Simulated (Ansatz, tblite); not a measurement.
Spin states of Mg₂S₂⁺, each relaxed with PBE0-D4/def2-TZVP in Ansatz. Electronic energies in the gas phase.

The xTB rows come from tblite. B3LYP takes the VWN-RPA correlation. Correlated methods freeze 12 core orbitals; core or outer-core shells of Mg are correlated, in sets that lack core-valence functions. In CCSD on the charge 1 doublet the largest single amplitude is 0.39, so its Hartree–Fock determinant may place the open shell otherwise than the density functionals do. The structure comes from a short search, and lower isomers may exist.

Doublet geometry (C2v within 0.1 Å):

Cartesian coordinates in Å:
```
Mg -0.244 1.659 1.046
Mg 0.954 -1.239 -1.209
S -0.842 0.272 -0.797
S 0.132 -0.692 0.960
```

Quartet geometry:

```xyz
4

Mg    0.291   -2.401   -0.194
Mg   -0.324    2.399    0.162
S     0.717    0.142   -0.692
S    -0.684   -0.141    0.725
```

⟨S²⟩: doublet 0.75 at PBE0-D4/def2-TZVP (pure 0.75), quartet 3.76 at PBE0-D4/def2-TZVP (pure 3.75).

Run but left out: HF/def2-TZVP, HF/def2-TZVPP, MP2/def2-TZVP, MP2/def2-TZVPP (doublet: a determinant that CCSD turns far, T1 0.053).

Only these spin states were relaxed.

```
               level  quartet − doublet (kcal/mol)  lowest of these                     remarks
            GFN1-xTB                           8.6          doublet                           –
            GFN2-xTB                           8.2          doublet                           –
    PBE-D4/def2-TZVP                          24.3          doublet                           –
 r2SCAN-D4/def2-TZVP                          22.9          doublet                           –
  B3LYP-D4/def2-TZVP                          22.2          doublet                           –
   PBE0-D4/def2-TZVP                          21.8          doublet                           –
r2SCAN0-D4/def2-TZVP                          20.4          doublet                           –
   ωB97X-V/def2-TZVP                          18.6          doublet                           –
    B2PLYP/def2-TZVP                          21.6          doublet                           –
   RPA@PBE/def2-TZVP                          22.4          doublet                           –
     CCSD/def2-TZVPP                          18.5          doublet  large T1 (0.053) (doublet)
  CCSD(T)/def2-TZVPP                          20.2          doublet  large T1 (0.053) (doublet)
```

Change of the quartet − doublet gap on mixing in exact exchange, in kcal/mol: PBE to PBE0 (25 % exact exchange) -2.5; r2SCAN to r2SCAN0 (25 % exact exchange) -2.5.

The xTB methods have no spin-polarisation term.
